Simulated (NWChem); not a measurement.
Atomisation of H3Si2

```xyz
5

Si    -0.5138    -1.1218     0.0335
Si     0.3584     0.9844    -0.0358
H      0.8872    -1.6877    -0.2196
H      1.7712     1.3878     0.2658
H     -0.4817     2.2240    -0.0139
```
Charge 0, spin multiplicity 2.

All runs are NWChem calculations. Structure: optimised with UPBE0/def2-SVP, a minimum by its harmonic frequencies. It is one conformer; others weren't searched.

Basis set: def2-TZVP. The atomisation energy is electronic alone: no zero-point, thermal, spin-orbit or counterpoise terms. No value is extrapolated to the basis-set limit. Free atoms are single determinants with multiplicities Si 3, H 2.

B3LYP has NWChem's definition, with VWN1-RPA local correlation. This spin state was chosen for the runs; another may lie lower. The structure started from a generated list of species. The stability of the SCF solutions was not checked.

**Question.** One of these methods gave an atomisation energy of 294.3 kcal/mol. Which?
(A) TPSS
(B) BP86
(C) PBE0
(D) B3LYP

**Answer.** B, BP86. The others give 283.3 (PBE0), 285.7 (B3LYP), 297.1 (TPSS).
